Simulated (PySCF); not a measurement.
## Electron correlation in Hf⁺ (hafnium, charge +1)

[Xe] 4f14 5d1 6s1 7s1, high-spin 4D determinant (an excited configuration). Calculation: PySCF 2.14, in aug-cc-pwCVDZ-PP with ECP60MDF (6s6p5d3f, 70 functions); scalar relativity through the core potential. Frozen: 5s2 5p6; 3 electrons correlated.

MP2 pair energies summed by pair of shells (mhartree):

```
 pair  energy  share (%)
5d-6s   -4.00       49.2
6s-7s   -2.99       36.8
5d-7s   -1.13       13.9
```

Total MP2 correlation energy: -8.13 mhartree.

Same-spin part -8.13 and opposite-spin part 0.00 mhartree; SCS-MP2 scales them by 1/3 and 6/5 to -2.71 mhartree.
